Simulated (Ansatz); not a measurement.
Species: ZnH2, charge -1, multiplicity 2. The spin state was set by rule; other spins were not relaxed. 
Structure (B3LYP-D3(BJ)/def2-TZVP (Ansatz, a program for electronic structure) minimum search):
```xyz
3

Zn    -0.0473    -0.0077     0.0043
H      0.9509    -1.3305     0.0194
H      0.4675     1.5602    -0.1481
```
Charge -1, spin multiplicity 2.

Basis-set convergence of Hartree-Fock and MP2 correlation energies (hartree) with Ansatz. Cores are frozen in the correlated levels unless marked. Open shells are spin-unrestricted. Spin-orbit coupling is left out. Frozen are the shells of the preceding noble gas and the d and f shells that filled before the atom's block. Non-relativistic. This anion needs diffuse functions, which these sets lack.

| basis | functions | E(HF) | E(corr, MP2) |
|---|---|---|---|
| def2-SVP | 41 | -1778.61750 | -0.31765 |
| def2-TZVPP | 92 | -1778.90016 | -0.52832 |
| def2-QZVPP | 160 | … | … |

Question: What belongs in the gaps?

Answer: 
- def2-QZVPP, E(HF): -1778.94660
- def2-QZVPP, E(corr, MP2): -0.56447
